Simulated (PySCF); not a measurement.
# A small calculation by hand: oscillator strength and radiative lifetime

FH3SeSi, SMILES F[Se][SiH3].

Coordinates come from a PBE-D3(BJ)/def2-TZVP optimisation.

TDA-CAM-B3LYP/def2-SVPD (PySCF) puts the first singlet state with f over 0.02 at 6.62 eV (vertical), with the transition dipole (0.000, 0.000, -0.378) in atomic units.

Question: Find the oscillator strength, the wavelength and the radiative lifetime that this transition would have in vacuum if emission retraced absorption.

Answer: 
|μ|² = 0.1429 au, so |μ| = 0.96 D. ΔE = 6.62/27.211 = 0.2433 hartree. f = (2/3) ΔE |μ|² = 0.023 (the program prints 0.023).
λ = 1239.84/6.62 = 187 nm; ν = 53394 cm⁻¹.
Einstein's coefficient A = 0.6670 ν² f s⁻¹ (ν in cm⁻¹) = 4.4e7 s⁻¹, so τ = 1/A = 23 ns. This state is S4; the lower singlets have f = 0.001, 0.002, 0.017. The figure is the radiative limit of this one transition; relaxation, internal conversion, crossing to triplets and a medium change what is measured.
